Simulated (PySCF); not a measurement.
System: C2H7O2Si, charge 0, multiplicity 2. It need not be the lowest isomer of its formula. 
Coordinates optimised at B3LYP-D3(BJ)/def2-TZVP (Ansatz):
```xyz
12

Si     0.0225     0.0636     0.0448
C      1.5208    -1.0399     0.0865
C     -1.5224    -0.7813    -0.6219
O     -0.4855     0.4613     1.5685
O      0.4597     1.3576    -0.8785
H      1.3062    -1.9606     0.6297
H      2.3559    -0.5350     0.5737
H      1.8246    -1.2913    -0.9315
H     -1.3285    -1.0431    -1.6655
H     -2.3884    -0.1204    -0.5845
H     -1.7496    -1.6876    -0.0617
H     -0.1197     2.1234    -0.8951
```
Charge 0, spin multiplicity 2.

Dispersion corrections to the total energy (kcal/mol) from the dftd3 and dftd4 libraries through PySCF: D3(BJ) without and D4 with the three-body term, each with the damping fitted for the functional named.

```json
[
 {"functional": "BP86", "D3(BJ)": "…", "D4": "-7.34"},
 {"functional": "PBE", "D3(BJ)": "-5.55", "D4": "…"},
 {"functional": "revPBE", "D3(BJ)": "-13.78", "D4": "-16.99"},
 {"functional": "TPSSh", "D3(BJ)": "…", "D4": "-6.76"},
 {"functional": "LC-wPBE", "D3(BJ)": "-5.27", "D4": "-6.12"},
 {"functional": "TPSS", "D3(BJ)": "-7.01", "D4": "-7.44"},
 {"functional": "B3LYP", "D3(BJ)": "-9.69", "D4": "-8.84"}
]
```

**Question.** Fill in the missing entries.

**Answer.** 
- BP86, D3(BJ): -8.90
- PBE, D4: -5.51
- TPSSh, D3(BJ): -6.45
